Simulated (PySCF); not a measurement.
CH4BCl2N (SMILES CNB(Cl)Cl), singlet, at a GFN2-xTB geometry. Base run: CAMB3LYP/6-31G, polarisability in PySCF.

Here is a job for PySCF.
```python
from pyscf import gto, scf, dft
from pyscf.prop import polarizability

mol = gto.Mole()
mol.atom = '''
    B    -0.107186   -0.030647    0.142155
    Cl   -0.879368   -0.229887    1.691069
    Cl    1.534897    0.524936    0.060281
    N    -0.822071   -0.321154   -1.006515
    C    -0.380255   -0.227353   -2.384603
    H    -1.776261   -0.642542   -0.923536
    H    -1.008281    0.475069   -2.934965
    H    -0.436397   -1.205024   -2.865975
    H     0.648907    0.122082   -2.406035
'''
mol.basis = '6-31g'
mol.charge = 0
mol.spin = 0
mol.verbose = 3
mol.build()

mf = dft.RKS(mol)
mf.xc = 'camb3lyp'
mf.kernel()
alpha = mf.Polarizability().polarizability()[2, 2]
print('alpha_zz =', alpha)
```

Each row names what was changed in the base input (with any setting that the change needs).

```tsv
change	alpha_zz (bohr³)	basis functions	core-seconds (rough)
base	55.39	61	30
finite field (a.u.) = 0.02; conv_tol = 1e-11	55.57	61	60
basis = 6-31G*	58.65	86	70
functional = lda,vwn	59.91	61	9
basis = 6-31+G*	[?]	[?]	100
functional = pbe	59.40	61	10
finite field (a.u.) = 2e-4; conv_tol = 1e-11	55.39	61	40
basis = STO-3G	32.05	37	10
basis = cc-pVDZ	[?]	[?]	70
finite field (a.u.) = 2e-4; conv_tol = 1e-6	52.25	61	20
finite field (a.u.) = 0.005; conv_tol = 1e-11	55.40	61	50
functional = hf	51.28	61	2
```

Q: Some entries are withheld; supply them.

A: 
- basis = 6-31+G*, alpha_zz (bohr³): 64.70
- basis = 6-31+G*, basis functions: 106
- basis = cc-pVDZ, alpha_zz (bohr³): 59.59
- basis = cc-pVDZ, basis functions: 98

Finite-field rows take the second difference of the energy in a field along z; a small field with loose convergence shows SCF noise divided by the square of the field, and a large one adds hyperpolarisability.
